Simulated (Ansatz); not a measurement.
`C[SiH2]Cl` + `CB[SiH2]N` → `CB[SiH2][SiH2]Cl` + CH₃NH₂  (formal exchange of groups at the Si–C bond)

Computed with Ansatz on PBE0-D4/def2-TZVP structures; ΔE is electronic, products minus reactants. CCSD(T)/CBS adds triple-zeta CCSD(T) − MP2 to the extrapolated MP2 energy (def2 sets, frozen cores). DFT in def2-TZVPP. One conformer a species, not always the lowest.

`C[SiH2]Cl`:

Cartesian coordinates in Å:
```
C 0.360 -0.944 0.002
Si -0.407 0.745 0.078
Cl 0.746 2.078 -0.992
H -0.246 -1.656 0.569
H 1.365 -0.932 0.427
H 0.426 -1.294 -1.030
H -0.481 1.248 1.471
H -1.763 0.755 -0.525
```

`CB[SiH2]N`:

Z-matrix (Å, degrees):
```
C
B 1 1.555
H 1 1.091 2 116.6
H 1 1.102 2 106.0 3 -119.8
H 1 1.095 2 111.8 3 127.0
Si 2 2.013 1 122.7 3 11.2
H 2 1.204 1 117.3 3 -172.6
N 6 1.726 2 111.4 1 -169.8
H 6 1.493 2 111.6 1 -49.2
H 6 1.505 2 106.3 1 64.3
H 8 1.007 6 118.8 2 -38.1
H 8 1.007 6 120.8 2 179.0
```

`CB[SiH2][SiH2]Cl`:

```xyz
13

C     0.145    1.878    1.094
B    -0.737    1.135    0.061
Si    0.026   -0.084   -1.342
Si    0.115   -2.187   -0.305
Cl    1.095   -1.985    1.510
H     1.169    2.094    0.787
H     0.224    1.147    1.920
H    -0.318    2.766    1.530
H    -1.931    1.164    0.176
H    -0.827   -0.253   -2.554
H     1.415    0.243   -1.772
H     0.863   -3.198   -1.094
H    -1.240   -2.718   -0.010
```

CH₃NH₂:

```xyz
7

C    -0.320   -0.052    0.467
N     0.677   -0.152   -0.586
H    -1.116    0.686    0.293
H     0.172    0.203    1.408
H    -0.794   -1.026    0.610
H     1.137    0.738   -0.727
H     0.243   -0.398   -1.466
```

Question: Is it downhill or uphill in electronic energy at CCSD(T)/CBS, and by how much? (An estimate is asked.)

Answer: The calculation gave: Uphill: ΔE = +1.24 eV.

Question: What do these levels give: r2SCAN-D4, ωB97X-V, r2SCAN, MP2/def2-TZVPP, SCS-MP2/def2-TZVPP, MP2/def2-QZVPP? (Estimate.)

Answer: The calculation gave: r2SCAN-D4 1.19, ωB97X-V 1.20, r2SCAN 1.20, MP2/def2-TZVPP 1.33, SCS-MP2/def2-TZVPP 1.32, MP2/def2-QZVPP 1.35 eV.

Largest T1 diagnostic among the species: 0.012.

In def2-TZVPP, CCSD(T) changes the Hartree–Fock value by −0.16 eV (the triples alone add −0.03 eV) and MP2 by −0.05 eV. The D4 term adds −0.05 eV with B3LYP and −0.03 eV with PBE0; it sums over pairs of atoms, weighted by their polarisabilities, and B3LYP, whose exchange is more repulsive, gets the larger term.

B3LYP here is the variant with VWN-RPA as its local correlation; programs differ in this.
